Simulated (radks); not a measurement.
Results of a calculation; reference values are marked as such.
Question: Successive ionisation energies (eV) of one element, from differences of total energies of ions in their ground configurations, starting at charge 22: 1050.0, 1116.1, 1183.3, 1251.6, 1459.1, 1520.8, 1581.8, 1663.4, 1727.7, 1791.3, 1949.2, 2018.7, 4799.9, 4978.2, 5154.4, 5395.3, 5582.6, 5767.4, 6141.6, 6321.7, 26275, 27050. Level of theory: scalar-relativistic Kohn-Sham, PBE, spin-polarised, spherical densities, finite nucleus; open shells are filled with parallel spins first (spin-orbit coupling, left out, can overturn this in heavy ions); Fermi nuclear charge, rms radius 4.4809 fm (a radial shooting solver on a logarithmic mesh with Libxc functionals). Which element is it?

Answer: Ruthenium (Z = 44). The first species listed is Ru22+ in [Ar] 3d4, the last Ru43+ in 1s1.
